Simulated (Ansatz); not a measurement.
The cluster ZrSe₂. Charge 0, multiplicity 3. Geometry PBE-D4/def2-TZVP; atoms count from 1.

```xyz
3

Zr    0.8535   -0.7416    0.1178
Se   -0.5425   -0.0224   -1.6965
Se   -0.3110    0.7641    1.5787
```

In the def2 sets Zr takes a core potential; there is no spin–orbit coupling. At PBE0-D4/def2-TZVP a singlet of charge 0 lies 0.87 eV below the triplet, each at its own geometry. The structure comes from a short search, and lower isomers may exist.

(1) Estimate the Mulliken populations from the PBE0/def2-TZVP orbitals of Ansatz.

(2) Where does the spin sit?

(3) And the Mayer bond orders between bonded heavy atoms (over 0.3)?

## Answers

(1) 
```csv
atom,charge (e),spin (α − β),d electrons
Zr1,0.67,1.02,2.48
Se2,-0.34,0.49,–
Se3,-0.34,0.49,–
```
Mulliken values and Mayer orders depend strongly on the basis.

(2) Summed by element: Zr 1.02, Se 0.98, of 2 unpaired in all. Largest on single atoms: Zr1 1.02, Se2 0.49, Se3 0.49.

(3) Zr1–Se2 1.80 (2.40 Å); Zr1–Se3 1.80 (2.40 Å). Values over 0.3 also appear between atoms too far apart for a bond (Se2–Se3 0.30 at 3.38 Å); they arise where an orbital or an unpaired electron spreads over both atoms.
